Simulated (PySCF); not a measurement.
CH₅NO₂Si₂. Atoms are numbered in the order given.

```xyz
11

N      2.4829     1.4263    -0.8393
C      1.8645     0.4545    -1.0908
O      1.1870    -0.6016    -1.3840
Si    -0.1142    -1.1718    -0.3469
Si    -0.9526     0.6634     0.8778
O     -2.3100    -0.0294     1.6019
H      0.4699    -2.2542     0.5149
H     -1.0904    -1.7706    -1.3118
H      0.0627     1.1468     1.8785
H     -1.2907     1.7931    -0.0598
H     -2.7995     0.5392     2.2222
```

Geometry optimised at PBE-D3(BJ)/def2-SVP. This is a generated structure with no PubChem entry under its InChIKey; it may be hypothetical. The values are those of a single conformer.

Calculation: PBE/pcSseg-1 run with PySCF.

GIAO shieldings, no solvent; atoms listed in one row are averaged. δ = σ(ref) − σ: ¹⁵N against NH3 (σ = 267.0 ppm); ¹³C against TMS (σ = 182.0 ppm); ¹⁷O against H2O (σ = 334.3 ppm); ²⁹Si against TMS (σ = 335.4 ppm); ¹H against TMS (σ = 31.49 ppm), references at their B3LYP-D3(BJ)/def2-TZVP geometries, non-relativistic.

Estimate the chemical shifts. (The exact figures need the calculation; the answer reports its results.)


```csv
nucleus,atoms,count,δ (ppm)
¹⁵N,N1,1,185.4
¹³C,C2,1,117.6
¹⁷O,O3,1,53.0
¹⁷O,O6,1,1.7
²⁹Si,Si4,1,8.7
²⁹Si,Si5,1,-20.1
¹H,"H9, H10",2,6.38
¹H,H7,1,6.09
¹H,H8,1,5.87
¹H,H11,1,0.72
```
